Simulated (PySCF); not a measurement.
Cl2GeH4OSi, SMILES Cl[SiH]([O][GeH3])Cl. Coordinates come from a PBE-D3(BJ)/def2-SVP optimisation. The structure was generated by enumeration, and PubChem lists no compound with its InChIKey, so it may never have been made. Other conformers were not sampled.

**Question.** Give the equilibrium geometry at PBE-D3(BJ)/def2-SVP (PySCF confirms it by a frequency run) as Cartesian coordinates in Å. (Estimate from the structure and the level; the computed values follow.)

**Answer.** One answer among several that fit: 
```xyz
9

Si     1.0578     0.1157    -0.7553
Cl     0.8256     2.1357    -0.3264
Cl     2.1807    -0.7199     0.7759
O     -0.4144    -0.6127    -0.8561
Ge    -1.8099    -0.5922     0.3142
H      1.7798    -0.0436    -2.0450
H     -2.8344     0.4282    -0.2339
H     -2.3580    -2.0365     0.2980
H     -1.2725    -0.1850     1.7083
```
Charge 0, spin multiplicity 1.
